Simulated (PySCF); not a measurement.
# Ru²⁺ (ruthenium, charge +2) across methods

[Kr] 4d6, high-spin 5D determinant. All numbers are calculated (PySCF 2.14, a scalar-relativistic core potential, in aug-cc-pVTZ-PP with one added diffuse shell each of s, p, d, f, g type with ECP28MDF (7s7p6d4f3g, 113 functions)).

```tsv
method	E (hartree)	mean ε 4p β (eV)	mean ε 4d α (eV)	mean ε 4d β (eV)	Σ⟨r²⟩ (bohr²)	⟨S²⟩
PBE	-93.5941	-64.665	-25.226	-22.572	27.82	6.001
r2SCAN	-93.6305	-65.495	-25.592	-22.480	27.57	6.002
r2SCAN0	-93.6079	-67.869	-27.370	-24.107	27.48	6.002
PW91	-93.6379	-64.751	-25.295	-22.661	27.82	6.001
UHF	-93.03772	-74.028	-31.865	-27.867	27.35	6.004
LDA	-93.3610	-64.769	-25.356	-22.575	28.02	6.001
M06	-93.5808	-67.239	-26.833	-24.318	27.52	6.002
```

(1) Estimate the same row for PBE0.

Energies and moments cover only the electrons outside the core potential.

Answers

(1) E (hartree) = -93.5937; mean ε 4p β (eV) = -67.333; mean ε 4d α (eV) = -27.075; mean ε 4d β (eV) = -24.151; Σ⟨r²⟩ (bohr²) = 27.62; ⟨S²⟩ = 6.001.
